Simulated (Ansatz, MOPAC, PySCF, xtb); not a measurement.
Interaction energy of C3H8 ··· COS (SMILES CCC and O=C=S). Monomers: optimised at B3LYP-D3(BJ) (def2-TZVP), held rigid. Orientation: a higher rigid-body minimum at GFN2-xTB. The monomers approach along the line of their centres of mass (distance R); nothing else relaxes.

Geometry at R = 4.20 Å (first 11 atoms: monomer A):
```
14

C      1.2831     0.1352    -0.0576
C     -0.0958    -0.3469    -0.5005
C     -1.2120     0.1223     0.4290
H      2.0664    -0.2108    -0.7347
H      1.5229    -0.2301     0.9442
H      1.3258     1.2268    -0.0282
H     -0.1002    -1.4398    -0.5520
H     -0.2958     0.0060    -1.5166
H     -2.1889    -0.2325     0.0950
H     -1.2512     1.2135     0.4747
H     -1.0543    -0.2436     1.4467
O     -3.3332    -1.9179    -1.6294
C     -2.5013    -2.3883    -2.2790
S     -1.3767    -3.0242    -3.1573
```

Computed with: AM1, restricted, heats of formation (MOPAC); GFN1-xTB (xtb); RHF/3-21G = restricted Hartree-Fock/3-21G, no counterpoise correction in PySCF; CCSD(T)/aug-cc-pVDZ = CCSD(T) on RHF/aug-cc-pVDZ, frozen core, counterpoise-corrected (Ansatz, an electronic-structure program); RKS-M06-2X/6-31G* = restricted M06-2X/6-31G*, spherical d, no counterpoise correction run with PySCF.

Interaction energies in kcal/mol (negative: bound); R is the distance of the centres of mass, d the H9···O12 distance.

```csv
R / Å,d / Å,AM1,GFN1-xTB,RHF/3-21G,CCSD(T)/aug-cc-pVDZ,RKS-M06-2X/6-31G*
3.65,2.12,2.79,0.79,4.82,3.39,1.61
3.72,2.19,2.08,0.04,3.36,2.14,0.59
4.01,2.48,0.75,-1.21,0.17,-0.46,-1.16
4.20,2.67,0.46,-1.27,-0.50,-0.94,-1.29
4.33,2.80,0.35,-1.19,-0.65,-1.03,-1.23
4.64,3.11,0.20,-0.91,-0.54,-0.92,-0.96
4.94,3.41,0.09,-0.67,-0.31,-0.70,-0.69
5.12,3.59,0.05,-0.56,-0.20,-0.58,-0.54
5.67,4.14,0.00,-0.33,-0.05,-0.31,-0.18
6.45,4.91,-0.01,-0.15,-0.01,-0.13,-0.02
7.32,5.78,0.00,-0.07,0.00,-0.06,0.00
8.65,7.11,0.00,-0.02,0.00,-0.02,0.00
```

Lowest grid point: AM1 -0.01 kcal/mol at R = 6.45 Å; GFN1-xTB -1.27 kcal/mol at R = 4.20 Å; RHF/3-21G -0.65 kcal/mol at R = 4.33 Å; CCSD(T)/aug-cc-pVDZ -1.03 kcal/mol at R = 4.33 Å; RKS-M06-2X/6-31G* -1.29 kcal/mol at R = 4.20 Å.
